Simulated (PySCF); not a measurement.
**Tb⁵⁷⁺: ionisation energy**

Tb⁵⁷⁺ [He] 2s2 2p4 [2p1/2^2 2p3/2^2, M_J = 2] → Tb⁵⁸⁺ [He] 2s2 2p3 [2p1/2^2 2p3/2^1, M_J = 3/2], as a difference of total energies. All numbers are calculated (PySCF 2.14, the two-component X2C-1e Hamiltonian, in an even-tempered Gaussian basis (17 s from 38 bohr⁻², ratio 2.4; 13 p from 50 bohr⁻², ratio 2.4; 5 d from 170 bohr⁻², ratio 2.6; 4 f from 260 bohr⁻², ratio 2.6)). Correlated levels: nothing frozen; the 30 highest virtual spinors dropped. "Screened" scales the spin-orbit matrix elements by Boettger's factors to mimic the two-electron term; Breit and QED terms are absent.

```json
{"method": "GHF (spin-free)", "ionisation energy (eV)": "12478.0"}
{"method": "GMP2 (spin-free)", "ionisation energy (eV)": "12479.7"}
{"method": "GHF (screened spin-orbit)", "ionisation energy (eV)": "12281.7"}
{"method": "GMP2 (screened spin-orbit)", "ionisation energy (eV)": "12281.7"}
```

For this ion Breit and QED terms and the two-electron picture change, all absent here, outweigh the correlation shift from GHF to GMP2.

The spin-free rows relax to the high-spin LS determinant and lack the spin-orbit shift.

The labels give the starting determinants; with spin-orbit coupling the two ends relaxed to ⟨J²⟩ = 6.00, ⟨L²⟩ = 3.26, ⟨S²⟩ = 1.38 and ⟨J²⟩ = 3.75, ⟨L²⟩ = 2.56, ⟨S²⟩ = 1.48.

For comparison: 12272 ± 6 eV (theoretical estimate listed by NIST; NIST Atomic Spectra Database, ionization energies).
